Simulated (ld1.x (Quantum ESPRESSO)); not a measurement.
**N (Z = 7): excitation energies, all-electron against RRKJ**

```json
{
 "Element": "nitrogen",
 "Generator": "ld1.x (Quantum ESPRESSO) 7.5",
 "Type": "norm-conserving RRKJ (Kleinman–Bylander form)",
 "Functional": "PBE",
 "Relativity": "scalar-relativistic",
 "Frozen core": "[He]",
 "Valence charge": "5",
 "Reference configuration": "2s2 2p3",
 "Partial waves": "2p (bound): rc 1.45 bohr; 3d channel at -0.2 Ry: rc 1.20 bohr; 2s (bound): rc 0.75 bohr",
 "Local potential": "the s channel",
 "Core correction": "a·sin(br)/r model core inside 0.35 bohr",
 "rho0": "0.005"
}
```

Energies are relative to the spin-unpolarised reference configuration 2s2 2p3; without spin polarisation the order of configurations can differ from experiment. The frozen-core shift is the all-electron ΔE with the core orbitals held at their reference shape minus the fully relaxed ΔE.

(1) Give the all-electron excitation energy and the error of the potential for: 2s2 2p2; 2s2 2p1; 2s2 2p0; 2s2 2p3.3; 2s1 2p0; 2s0 2p5; 2s1 2p4.

## Answers

(1)

| valence configuration | charge | ΔE all-electron (eV) | error AE − PS (meV) | frozen-core shift (meV) |
| --- | --- | --- | --- | --- |
| 2s2 2p2 | +1 | 13.591 | +12 | +0.1 |
| 2s2 2p1 | +2 | 42.445 | +134 | +1.8 |
| 2s2 2p0 | +3 | 89.528 | +630 | +10.0 |
| 2s2 2p3.3 | -0.3 | -1.619 | +0.2 | 0.0 |
| 2s1 2p0 | +4 | 167.346 | +1059 | +33 |
| 2s0 2p5 | 0 | 23.041 | +24 | +1.6 |
| 2s1 2p4 | 0 | 11.508 | +5.9 | +0.4 |
